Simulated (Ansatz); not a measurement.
`[OH][Ge]([F])([F])[SiH3]` + `O[SiH]` → `[SiH]O[SiH3]` + `[OH][GeH]([F])[F]`  (cleavage of the Si–Ge bond)

Program: Ansatz. Geometries: PBE0-D4/def2-TZVP. ΔE: electronic, gas phase. CCSD(T)/CBS is the MP2 limit (def2-TZVPP, def2-QZVPP) plus CCSD(T) − MP2 in def2-TZVPP, frozen cores. This one scheme is used for every species. DFT in def2-TZVPP. B3LYP here is the variant with VWN-RPA as its local correlation; programs differ in this. HSE06 is defined as in plane-wave codes. For Ge outer-core shells are correlated without core-valence functions, which leaves a few kJ/mol of doubt a bond. Scalar relativity is left out up to krypton. One conformer a species, not always the lowest.

```csv
level,ΔE (kcal/mol),difference from CCSD(T)/CBS
LDA (SPW92),-12.6,4.6
revPBE-D4,-12.1,5.1
BLYP-D4,-15.1,2.1
r2SCAN-D4,-15.7,1.5
PBE0-D4,-14.0,3.2
B3LYP-D4,-16.8,0.4
r2SCANh-D4,-16.2,1.0
r2SCAN0-D4,-17.0,0.2
HSE06-D4,-14.0,3.2
BHLYP-D4,-19.8,-2.6
CAM-B3LYP-D4,-18.3,-1.1
ωB97X-V,-16.9,0.3
ωB97M-V,-17.4,-0.2
B2PLYP,-18.1,-0.9
PBE-QIDH,-17.3,-0.1
PBE,-11.5,5.7
revPBE,-11.2,6.0
BLYP,-14.8,2.4
r2SCAN,-15.7,1.5
PBE0,-14.0,3.2
B3LYP,-16.7,0.5
r2SCAN0,-17.0,0.2
HSE06,-14.0,3.2
BHLYP,-19.9,-2.7
CAM-B3LYP,-18.4,-1.2
LC-ωPBE,-15.8,1.4
RPA@PBE/def2-TZVPP,-17.8,-0.6
HF/def2-SVP,-22.2,-5.0
MP2/def2-SVP,-18.8,-1.6
CCSD/def2-SVP,-18.1,-0.9
CCSD(T)/def2-SVP,-17.4,-0.2
MP2/def2-TZVPP,-19.3,-2.1
SCS-MP2/def2-TZVPP,-20.3,-3.1
CCSD/def2-TZVPP,-18.8,-1.6
CCSD(T)/def2-TZVPP,-17.9,-0.7
HF/def2-QZVPP,-24.7,-7.5
SCS-MP2/def2-QZVPP,-20.2,-3.0
HF/CBS(def2),-24.8,-7.6
MP2/CBS(def2),-18.6,-1.4
CCSD/CBS(def2),-18.1,-0.9
CCSD(T)/CBS,-17.2,0
```

Largest T1 diagnostic among the species: 0.016.

In def2-TZVPP, CCSD(T) changes the Hartree–Fock value by +6.2 kcal/mol (the triples alone add +0.9 kcal/mol) and MP2 by +4.9 kcal/mol. From PBE to PBE0 (25 % exact exchange), in def2-TZVPP and without D4, ΔE moves by −2.5 kcal/mol.

CCSD(T)/CBS has its own doubt, a few kJ/mol and more with outer-core shells, so smaller differences from it don't rank the levels.
